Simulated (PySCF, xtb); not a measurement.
Si(OSiH3)(H)(NHSiH3)(Cl) (ClH8NOSi3), SMILES [SiH3]N[SiH](Cl)O[SiH3].

GFN2-xTB in xtb at its own geometry gives an orbital gap of 5.26 eV and a dipole moment of 2.57 D.

Coordinates come from a B3LYP-D3(BJ)/def2-SVP optimisation. Other conformers were not sampled.

Question: What does PySCF with ωB97X/def2-TZVP give? (Estimate from the structure and the level; the computed values follow.)

Answer: gap 12.21 eV (levels -10.31 and 1.90 eV), dipole 1.20 D.
